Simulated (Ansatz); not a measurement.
Program: Ansatz. Geometries: PBE0-D4/def2-TZVP. ΔE: electronic, gas phase. CCSD(T)/CBS adds triple-zeta CCSD(T) − MP2 to the extrapolated MP2 energy (def2 sets, frozen cores). Double bonds are as drawn, so ΔE can hold a change between cis and trans. For Ge outer-core shells are correlated without core-valence functions, which leaves a few kJ/mol of doubt a bond. Scalar relativity is left out up to krypton. Each species was taken in one conformer, which may not be the lowest.

Reaction (formal exchange of groups at the Si–C bond): `C/C([SiH3])=C\N` + `C[O][GeH2][CH3]` → `C[O][GeH]([CH3])[SiH3]` + `C/C=C/N`

`C/C([SiH3])=C\N`:

Z-matrix (Å, degrees):
```
C
C 1 1.505
H 1 1.097 2 111.8
H 1 1.098 2 111.8 3 120.3
H 1 1.092 2 112.2 3 -120.1
Si 2 1.841 1 120.9 3 114.3
C 2 1.345 1 120.1 3 -65.0
H 6 1.493 2 112.3 1 -60.1
H 6 1.493 2 111.8 1 58.7
H 6 1.490 2 109.5 1 179.3
N 7 1.371 2 125.6 1 2.6
H 7 1.086 2 120.6 1 179.6
H 11 1.004 7 117.6 2 -160.0
H 11 1.006 7 117.6 2 -16.9
```

`C[O][GeH2][CH3]`:

Z-matrix (Å, degrees):
```
C
O 1 1.404
H 1 1.093 2 108.3
H 1 1.099 2 112.2 3 -119.1
H 1 1.099 2 112.2 3 119.1
Ge 2 1.784 1 118.3 3 -179.9
C 6 1.936 2 105.0 1 179.6
H 6 1.546 2 108.1 1 -59.4
H 6 1.546 2 108.1 1 58.6
H 7 1.090 6 109.7 2 59.9
H 7 1.090 6 109.7 2 -59.8
H 7 1.091 6 110.6 2 -180.0
```

`C[O][GeH]([CH3])[SiH3]`:

Cartesian coordinates in Å:
```
C -0.845 2.192 -0.340
O -1.208 0.861 -0.079
Ge -0.041 -0.439 -0.472
C -1.047 -2.077 -0.185
Si 1.885 -0.231 0.936
H -0.599 2.355 -1.398
H -1.693 2.833 -0.086
H 0.016 2.517 0.261
H 0.353 -0.263 -1.962
H -0.439 -2.949 -0.431
H -1.355 -2.143 0.859
H -1.935 -2.072 -0.817
H 2.531 1.099 0.770
H 2.879 -1.282 0.583
H 1.498 -0.401 2.362
```

`C/C=C/N`:

Cartesian coordinates in Å:
```
C -0.302 -1.307 1.070
C -0.013 -0.510 -0.157
C 0.029 0.821 -0.185
N 0.187 1.621 -1.309
H 0.507 -2.008 1.299
H -0.434 -0.657 1.938
H -1.215 -1.904 0.964
H 0.153 -1.061 -1.082
H -0.137 1.383 0.731
H 0.539 1.139 -2.122
H 0.685 2.482 -1.147
```

| species | HF/CBS(def2) energy (Eh) |
| --- | --- |
| `C/C([SiH3])=C\N` | -462.30425 |
| `C[O][GeH2][CH3]` | -2230.75626 |
| `C[O][GeH]([CH3])[SiH3]` | -2520.87550 |
| `C/C=C/N` | -172.18417 |

(1) Work out ΔE.

Largest T1 diagnostic among the species: 0.012.

Results:

(1) ΔE = (-2520.87550) + (-172.18417) − (-462.30425) − (-2230.75626) = 0.00084 Eh = +2.2 kJ/mol. CCSD(T)/CBS gives -1.4 kJ/mol.

From PBE to PBE0 (25 % exact exchange), in def2-TZVPP and without D4, ΔE moves by +3.3 kJ/mol.
